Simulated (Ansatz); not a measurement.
A barrier at the coupled-cluster level

Start structure (Si$_{2}$NH$_{9}$O$_{2}$F$_{2}$, closed shell), relaxed at PBE0-D4/def2-TZVP:

Si1  (-0.616, 0.737, -0.635)
Si2  (1.172, -0.621, -1.331)
F3  (-1.340, 0.708, -2.114)
F4  (-1.841, -0.025, 0.125)
O5  (-0.542, 2.385, -0.491)
H6  (0.252, -0.127, 1.661)
N7  (0.194, 0.816, 1.269)
H8  (-0.122, -2.779, 1.317)
O9  (-0.476, -1.970, 1.693)
H10  (2.288, -0.670, -0.338)
H11  (0.700, -2.024, -1.514)
H12  (1.739, -0.156, -2.625)
H13  (-0.887, 2.821, -1.273)
H14  (1.113, 1.245, 1.266)
H15  (-0.412, 1.382, 1.855)
H16  (-1.223, -1.722, 1.135)
(Å)

The step: Si₂H₄OF₂ ([OH][Si]([F])([F])[SiH3]) + H₂O + NH₃ → SiNH₃OF₂ ([NH2][Si]([OH])([F])[F]) + SiH₄ + H₂O; bonds formed: Si2–H8, H6–O9; dative contacts that become bonds: Si1–N7; bonds broken: Si1–Si2, H6–N7, H8–O9. Computed with Ansatz 0.2.0 (basis: def2-TZVPP and def2-QZVPP); correlated methods freeze the cores. Extrapolation: Hartree–Fock as exp(−7.88 √X), correlation as X^−2.97. Energies below are by CCSD(T) at an estimated basis limit (MP2 extrapolated from triple and quadruple zeta, plus CCSD(T) − MP2 in triple zeta).

(1) What are the electronic barrier and the energy of the step, from the start structure to the end structure? (Judge from chemistry; the value comes from the calculation.)

The T1 diagnostic stays at or below 0.013.

## Answers

(1) By the calculation: Barrier 2.381 eV; step energy -0.482 eV (downhill); reverse barrier, their difference, 2.863 eV. Barrier and step energy count from the start structure, the reverse barrier from the end structure.

The saddle point: One imaginary mode of 1332i cm⁻¹.
| pair | start (Å) | saddle (Å) | end (Å) |
| --- | --- | --- | --- |
| Si1–N7 | 2.07 | 1.83 | 1.69 |
| Si2–H8 | 3.65 | 1.82 | 1.48 |
| H6–O9 | 1.98 | 1.10 | 0.97 |
| Si1–Si2 | 2.35 | 2.67 | 4.06 |
| H6–N7 | 1.02 | 1.44 | 2.12 |
| H8–O9 | 0.96 | 1.29 | 3.36 |

Zero-point energy (harmonic, PBE0-D4): ZPE is 3.007 eV at the start and 2.811 eV at the saddle, so the barrier goes from 2.381 to 2.185 eV.

Labels in which every atom is bracketed show which atoms are joined, not bond orders.

For scale, one of the runs: CCSD(T)/def2-TZVPP, 365 basis functions, launched by `ansatz run in.yaml --threads 5 --pin off --events-out ev --progress --plain --max-ram 66560MiB --backend cuda --devices 0, --max-vram 37GiB`. The run took 45 s on 5 CPU threads of an AMD EPYC 7R13 and a share of one NVIDIA H100 (shared host), with 0.86 GiB of host memory at its peak.
